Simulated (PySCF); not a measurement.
**`C[P+]12C=CC(C=C1)C=C2`, [C8H10P]+, charge +1**

Molfile (atoms numbered from 1):
```
C8H10P
     RDKit          3D

 19 20  0  0  0  0  0  0  0  0999 V2000
    2.3622   -0.6997    1.0634 C   0  0  0  0  0  0  0  0  0  0  0  0
    0.7798   -0.2297    0.3507 P   0  0  2  0  0  0  0  0  0  0  0  0
    0.4484   -0.6991   -1.3515 C   0  0  0  0  0  0  0  0  0  0  0  0
   -0.7559   -0.2815   -1.7246 C   0  0  0  0  0  0  0  0  0  0  0  0
   -1.6068    0.4760   -0.7245 C   0  0  2  0  0  0  0  0  0  0  0  0
   -0.8215    1.6951   -0.2824 C   0  0  0  0  0  0  0  0  0  0  0  0
    0.3747    1.5193    0.2672 C   0  0  0  0  0  0  0  0  0  0  0  0
   -1.7923   -0.4147    0.4884 C   0  0  0  0  0  0  0  0  0  0  0  0
   -0.7151   -0.8496    1.1323 C   0  0  0  0  0  0  0  0  0  0  0  0
    2.4103   -0.3488    2.0952 H   0  0  0  0  0  0  0  0  0  0  0  0
    3.1680   -0.2471    0.4838 H   0  0  0  0  0  0  0  0  0  0  0  0
    2.4600   -1.7860    1.0402 H   0  0  0  0  0  0  0  0  0  0  0  0
    1.1531   -1.2443   -1.9549 H   0  0  0  0  0  0  0  0  0  0  0  0
   -1.1695   -0.4501   -2.7049 H   0  0  0  0  0  0  0  0  0  0  0  0
   -2.5648    0.7597   -1.1555 H   0  0  0  0  0  0  0  0  0  0  0  0
   -1.2722    2.6620   -0.4343 H   0  0  0  0  0  0  0  0  0  0  0  0
    1.0343    2.2915    0.6235 H   0  0  0  0  0  0  0  0  0  0  0  0
   -2.8005   -0.6603    0.7784 H   0  0  0  0  0  0  0  0  0  0  0  0
   -0.7021   -1.4833    2.0022 H   0  0  0  0  0  0  0  0  0  0  0  0
  2  1  1  1
  2  3  1  0
  3  4  2  0
  4  5  1  0
  5  6  1  0
  6  7  2  0
  5  8  1  0
  8  9  2  0
  7  2  1  0
  9  2  1  0
  1 10  1  0
  1 11  1  0
  1 12  1  0
  3 13  1  0
  4 14  1  0
  5 15  1  6
  6 16  1  0
  7 17  1  0
  8 18  1  0
  9 19  1  0
M  CHG  1   2   1
M  END
```

Theory: GIAO PBE/pcSseg-1 magnetisability, rotational g tensor and spin-rotation constants, non-relativistic, gas phase in PySCF 2.14.0. Geometry: GFN2-xTB.

For an ion the centre-of-mass motion in the field is neglected.

How diamagnetic is it, and how anisotropic?

Isotropic -1340 × 10⁻³⁰ J/T², or -80.7 × 10⁻⁶ cm³/mol; principal values -1536, -1535, -949 × 10⁻³⁰ J/T², anisotropy 587 × 10⁻³⁰ J/T² (root of half the summed squared differences of the principal values). The susceptibility is in cgs units.

Split it along the inertial axes a, b, c into diamagnetic and paramagnetic parts about the centre of mass, with the quadrupole moment.


| axis | χ (10⁻⁶ cm³/mol) | diamagnetic (10⁻⁶ cm³/mol) | paramagnetic (10⁻⁶ cm³/mol) | summed x² of all electrons (Å²) | quadrupole Θ (D Å) |
| --- | --- | --- | --- | --- | --- |
| a | -57.1 | -594.6 | 537.5 | 160.5 | +17.67 |
| b | -92.5 | -978.3 | 885.8 | 70.1 | -8.84 |
| c | -92.5 | -978.3 | 885.8 | 70.1 | -8.84 |

Anisotropies 2χaa − χbb − χcc = +70.7 and 2χbb − χaa − χcc = -35.4 × 10⁻⁶ cm³/mol. Θ is traceless in Buckingham's convention.

And the rotational g tensor?


| axis | rotational constant (GHz) | g | nuclear part | electronic part |
| --- | --- | --- | --- | --- |
| a | 2.5280 | -0.0418 | 0.5966 | -0.6384 |
| b | 1.4094 | +0.0104 | 0.5970 | -0.5865 |
| c | 1.4092 | +0.0104 | 0.5969 | -0.5865 |

Prolate top; isotopes 12C, 1H, 31P; no vibrational averaging.
